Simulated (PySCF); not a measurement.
Isomers of C8H8S, one GFN2-xTB conformer each. Single-point energies are computed at PBE0/pcSseg-1 (PySCF, gas phase, no added dispersion term), electronic only.

```csv
SMILES,GFN2-xTB relative energy (kcal/mol)
CC(=S)c1ccccc1,19.0
C=Cc1ccccc1S,28.2
c1ccc2c(c1)CCS2,0.0
C#C/C=C/C(=S)CC=C,91.9
```

Conformers: `[CH3:1][C:2](=[S:3])[c:4]1[cH:5][cH:6][cH:7][cH:8][cH:9]1` with C1–C2–C4–C5 174°; `[CH2:1]=[CH:2][c:3]1[cH:4][cH:5][cH:6][cH:7][c:8]1[SH:9]` with C1–C2–C3–C4 38°, C7–C8–S9–H -161°; `[cH:1]1[cH:2][cH:3][c:4]2[c:5]([cH:6]1)[CH2:7][CH2:8][S:9]2` with C4–C5–C7–C8 20°, C5–C7–C8–S9 -27°, C7–C8–S9–C4 23°, C3–C4–S9–C8 168°; `[CH:1]#[C:2]/[CH:3]=[CH:4]/[C:5](=[S:6])[CH2:7][CH:8]=[CH2:9]` with C3–C4–C5–S6 178°, C4–C5–C7–C8 73°, C5–C7–C8–C9 -127°.

What does PBE0/pcSseg-1 give for the same structures?

```csv
SMILES,PBE0/pcSseg-1 E (Eh),PBE0/pcSseg-1 (kcal/mol),GFN2-xTB (kcal/mol),point group
c1ccc2c(c1)CCS2,-707.29943,0.0,0.0,C1
CC(=S)c1ccccc1,-707.27717,14.0,19.0,near Cs
C=Cc1ccccc1S,-707.26351,22.5,28.2,C1
C#C/C=C/C(=S)CC=C,-707.15187,92.6,91.9,C1
```

Both levels put the same isomer lowest; measured from each level's own lowest isomer, the values differ by up to 5.7 kcal/mol (C=Cc1ccccc1S: 28.2 against 22.5). As drawn, the lowest has an aromatic ring, which the highest lacks; the highest has a C≡C bond, a C=S bond and a C=C bond outside aromatic rings, which the lowest lacks.

Which frontier levels, dipoles and rotational constants go with these structures?

| SMILES | HOMO (eV, PBE0/pcSseg-1) | LUMO (eV) | dipole (D) | A, B, C (MHz) |
| --- | --- | --- | --- | --- |
| c1ccc2c(c1)CCS2 | -5.94 | -0.30 | 1.73 | 2927, 1263, 898.2 |
| CC(=S)c1ccccc1 | -6.28 | -2.55 | 3.21 | 3024, 967.5, 737.6 |
| C=Cc1ccccc1S | -6.40 | -1.11 | 1.27 | 1642, 1511, 797.5 |
| C#C/C=C/C(=S)CC=C | -6.49 | -3.08 | 3.01 | 1606, 910.2, 606.0 |

As an exercise, what shares would exp(−E/RT) give at 2000 K from these electronic energies alone (no entropy, no degeneracies)?

RT = 3.974 kcal/mol: c1ccc2c(c1)CCS2 96.8 %, CC(=S)c1ccccc1 2.9 %, C=Cc1ccccc1S 0.3 %, C#C/C=C/C(=S)CC=C under 0.1 %.
